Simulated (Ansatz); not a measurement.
C3H6BCl (`B/C=C/CCl`), charge 0, multiplicity 1.

**Question.** Give a relaxed structure at PBE0-D4/def2-TZVP (the Gaussian-basis code of Ansatz). (Best estimate.)

**Answer.** Computed: 
Z-matrix (Å, degrees):
```
C
Cl 1 1.789
C 1 1.483 2 110.2
H 1 1.089 2 107.6 3 122.4
H 1 1.092 2 106.1 3 -120.5
C 3 1.342 1 124.7 2 124.5
H 3 1.088 1 115.7 2 -56.1
B 6 1.532 3 120.6 1 177.9
H 6 1.090 3 117.5 1 -1.5
H 8 1.198 6 118.8 3 2.0
H 8 1.196 6 121.8 3 -177.8
```
This is one stationary point; other conformers may exist.
